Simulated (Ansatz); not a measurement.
Cartesian coordinates in Å:
```
Si -1.0396 1.0533 0.5628
N 0.1726 -0.1625 0.6288
Ge 1.0121 -0.9835 -0.7861
H -0.8773 1.7708 -0.7285
H -0.8813 2.0042 1.6972
H -2.4360 0.5299 0.6237
H 0.3135 -0.6216 1.5167
H 0.9692 0.0065 -1.9573
H 0.3070 -2.2969 -1.1836
H 2.4599 -1.3001 -0.3738
```

The species carries charge 0 and has multiplicity 1.

Question: List the r2SCAN/def2-TZVPP orbital energies in eV (Ansatz). (Estimate.)

Answer: The calculation gave: Occupied: -10834.39, -1791.01, -1349.47, -1199.53, -1199.52, -1199.51, -384.91, -167.69, -141.43, -117.40, -117.37, -117.35, -96.30, -96.28, -96.27, -30.74, -30.67, -30.65, -30.60, -30.59, -21.83, -14.44, -13.64, -11.17, -9.49, -9.23, -8.72, -8.50, -8.31, -6.24. Lowest empty: -0.44, 0.58, 0.94, 1.30, 1.42, 1.57, 1.98, 2.28.
